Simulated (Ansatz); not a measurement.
Species: H12Si5Sn, SMILES `[SiH2]1[SiH2][SiH2][SnH2][SiH2][SiH2]1` (charge 0, multiplicity 1).

Q: Give a relaxed geometry from PBE0-D3(BJ)/def2-SVP run with Ansatz (a quantum-chemistry and plane-wave program).

A: One answer among several that fit: the end point of this relaxation, one of several conformers (outside a Z-matrix the atoms follow the SMILES, hydrogens last).
Cartesian coordinates (Å) in one orientation:
```xyz
18

Si    -2.181     0.008    -0.396
Si    -1.151     1.887     0.567
Si     1.014     2.101    -0.308
Sn     2.360    -0.005     0.303
Si     1.037    -2.039    -0.552
Si    -1.126    -1.953     0.351
H     -2.057     0.093    -1.886
H     -3.637    -0.021    -0.045
H     -1.060     1.681     2.048
H     -1.962     3.120     0.309
H      0.920     2.198    -1.800
H      1.684     3.337     0.206
H      3.934     0.045    -0.379
H      2.515    -0.105     2.009
H      1.723    -3.320    -0.190
H      0.938    -1.959    -2.044
H     -1.029    -1.910     1.845
H     -1.923    -3.159    -0.039
```
